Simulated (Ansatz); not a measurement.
Method: Ansatz (a first-principles code) with B3LYP-D3(BJ)/def2-TZVP // PBE0-D3(BJ)/def2-SVP. Isolated molecules, 0 K electronic values unless said otherwise. One relaxed conformer stands for a flexible species; it need not be the lowest. B3LYP has the VWN-RPA correlation part, as in Gaussian.  In the def2 sets, heavy atoms carry core potentials.

Reference species (SMILES): `[Cl][Sn]([Cl])([Cl])[CH2]c1ccccc1` (Sn–C–C–C torsion 89°) (neutral, multiplicity 1).

| Property | Result |
|---|---|
| HOMO | -7.09 eV |
| LUMO | -2.63 eV |
| vertical ionisation energy (Delta-SCF) | 8.80 eV |
| HOMO–LUMO gap | 4.46 eV |

Changed species: `FC([CH2][Sn]([Cl])([Cl])[Cl])(F)F` (Y = 2,2,2-trifluoroethyl; the reference has Y = benzyl).

Problem. Give the shifts of the HOMO, LUMO, vertical ionisation energy (Delta-SCF) and HOMO–LUMO gap.

Solution. the HOMO decreases by 2.06 eV, to -9.15 eV; the LUMO drops by 0.29 eV, to -2.92 eV; the vertical ionisation energy (Delta-SCF) increases by 2.26 eV, to 11.06 eV; the HOMO–LUMO gap increases by 1.77 eV, to 6.23 eV.
